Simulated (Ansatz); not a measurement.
C$_{2}$H$_{6}$F$_{2}$Si, SMILES `C[SiH2]C(F)F`, relaxed with RKS PBE-D4/def2-SVP in Ansatz 0.2.0 from a rough embedded geometry. The force threshold is 0.03 eV/Å; the program also tests the step.

The species carries charge 0 and has multiplicity 1.

Start:

```xyz
11

C     0.610    1.386   -0.227
Si   -0.518    0.005   -0.465
C    -0.118   -1.344    0.709
F     1.092   -1.814    0.537
F    -0.907   -2.461    0.435
H     0.352    2.278   -0.901
H     1.633    1.152   -0.396
H     0.496    1.822    0.811
H    -1.933    0.494   -0.312
H    -0.428   -0.421   -1.915
H    -0.279   -1.096    1.723
```

(1) How much energy does the relaxation release, and in how many steps? (Best estimate.)

(2) Which bonds change most? (An estimate is asked.)

(3) Give the relaxed structure. (Best estimate.)

Answers

(1) Computed: 12.31 kcal/mol, in 4 steps.

(2) Ansatz gave: Si2–C3 from 1.833 to 1.934 Å; C1–Si2 from 1.800 to 1.885 Å; C3–F4 from 1.309 to 1.382 Å; C3–H11 from 1.057 to 1.118 Å.

(3) Computed: 
```xyz
11

C     0.618    1.481   -0.220
Si   -0.575    0.052   -0.515
C    -0.151   -1.398    0.692
F     1.165   -1.769    0.493
F    -0.952   -2.483    0.418
H     0.454    2.297   -0.952
H     1.664    1.128   -0.321
H     0.493    1.905    0.798
H    -2.004    0.452   -0.266
H    -0.444   -0.506   -1.904
H    -0.267   -1.160    1.779
```
